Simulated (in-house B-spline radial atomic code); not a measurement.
Configurations of Mo8+, with energies counted from [Ar] 3d10 4s2 4p4. Computed with a B-spline radial code for spherical atoms: scalar-relativistic (X2C) PBEsol, spin-polarised, spherical fractional occupations, Fermi nucleus of rms radius 4.4091 fm. Shells without spins written out take the highest spin.

Occupations are held fixed; configurations that lie above the ionisation limit could autoionise.

```tsv
configuration	E - E(ref) (eV)	highest orbital	its <r> (bohr)
[Ar] 3d10 4s1 4p5	28.655	4p down	1.106
[Ar] 3d10 4s2 4p(0 up, 3 down) 5p(1 up, 0 down)	81.043	5p up	2.188
[Ar] 3d10 4s2 4p(2 up, 1 down) 4f(1 up, 0 down)	85.741	4f up	1.548
[Ar] 3d10 4s2 4p3 5f1	112.19	5f up	2.964
[Ar] 3d9 4s2 4p5	206.36	4p down	1.083
[Ne] 3s2 3p(3 up, 2 down) 3d10 4s2 4p(2 up, 2 down) 4f(1 up, 0 down)	451.52	4f up	1.496
[Ne] 3s2 3p5 3d10 4s2 4p4 5d1	464.26	5d up	2.447
```

(1) Order these further configurations by energy, lowest first.
A. [Ar] 3d10 4s1 4p4 5p1
B. [Ar] 3d10 4s2 4p(2 up, 2 down)
C. [Ar] 3d(5 up, 4 down) 4s2 4p(3 up, 1 down) 4d(0 up, 1 down)
D. [Ar] 3d9 4s2 4p4 4d1
E. [Ar] 3d10 4s1 4p4 5d1

(2) How far above the reference does [Ne] 3s2 3p5 3d10 4s2 4p4 5p1 lie?

(3) How far above the reference does [Ar] 3d10 4s1 4p4 5f1 lie?

(4) How far above the reference does [Ar] 3d10 4s2 4p3 5s1 lie?

Answers

(1) B (1.5938 eV), A (109.07 eV), E (125.33 eV), D (247.96 eV), C (250.95 eV).

(2) 447.88 eV; its least bound orbital is 5p up with <r> = 2.132 bohr.

(3) 141.34 eV; its least bound orbital is 5f up with <r> = 2.957 bohr.

(4) 69.345 eV; its least bound orbital is 5s up with <r> = 2.005 bohr.
